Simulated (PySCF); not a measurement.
# Ionisation of 1,1,1-trifluoroacetone

Molecule: `CC(=O)C(F)(F)F` (C3H3F3O). Optimised structure (Å), atoms numbered from 1:
```
C     1.2291    0.1557   -0.4459
C     0.1866    0.1710    0.6280
O     0.3731    0.4471    1.7794
C    -1.2369   -0.2129    0.1614
F    -1.2266   -1.4488   -0.3488
F    -2.1069   -0.1700    1.1493
F    -1.6391    0.6226   -0.8018
H     2.1970    0.4478   -0.0222
H     1.2941   -0.8505   -0.8880
H     0.9428    0.8436   -1.2563
```

These are calculated values, ωB97X-D3(BJ)/ma-def2-TZVP in PySCF (grid level 2) at geometries from PBE0-D3(BJ)/def2-SVP. The prefix ma- adds one diffuse s and one diffuse p function on all atoms but H. ωB97X-D3(BJ) is ωB97X-V with D3(BJ) in place of VV10. Thermal corrections: PBE0-D3(BJ)/def2-SVP frequencies, unscaled, ideal gas at 298.15 K and 1 bar, quasi-RRHO entropy.

Frontier levels of the parent: HOMO -10.90 eV, LUMO 0.71 eV.

Oxidation to the radical cation:
```
Vertical ionisation energy (electronic)              : 10.90 eV
Adiabatic ionisation energy (with zero-point energy) : 10.54 eV
Adiabatic, electronic part                           : 10.61 eV
Vertical gap at the product's structure              : 9.89 eV
Inner reorganisation energy (four-point)             : 1007 meV
Relaxation of product / of parent                    : 290 / 717 meV
⟨S²⟩ of the product                                  : 0.759
Largest spin populations                             : O3 0.58, C4 0.19, C1 0.11
Largest changes of atomic charge                     : O3 0.35, C4 0.10, F5 0.10, F7 0.10
Distances that move most (Å)                         : C2–C4 1.546 → 1.742; C4–F5 1.337 → 1.295; C4–F7 1.337 → 1.296; C4–F6 1.317 → 1.283
Potential in dichloromethane                         : 8.27 V absolute, 3.57 V against Fc+/Fc computed at 4.70 V (solvation -16 → -230 kJ/mol)
```

Solvents are IEF-PCM continua (electrostatics only, gas-phase structures); absolute potentials refer to an electron at rest in vacuum. Fc+/Fc in dichloromethane, 4.70 V, is ωB97X-D3(BJ)/ma-def2-TZVP on PBE0-D3(BJ)/def2-SVP structures with GFN2-xTB thermal terms. Benchmark calculations put it near 5.0 V in acetonitrile and DMSO, so it is about 0.3 V low, and the value against it can read up to that much too high.

Measured values (NIST Chemistry WebBook, evaluated or the median of agreeing entries): vertical ionisation energy 11.00 eV (computed 10.90, difference -0.10); adiabatic ionisation energy 10.67 eV (computed 10.54, difference -0.13).

Structures, frequencies and single points took 8.1 min of wall time on 1 thread of AMD EPYC 9R45 96-Core (shared host), launched as `OMP_NUM_THREADS=1 python redox_run.py task.json out`.
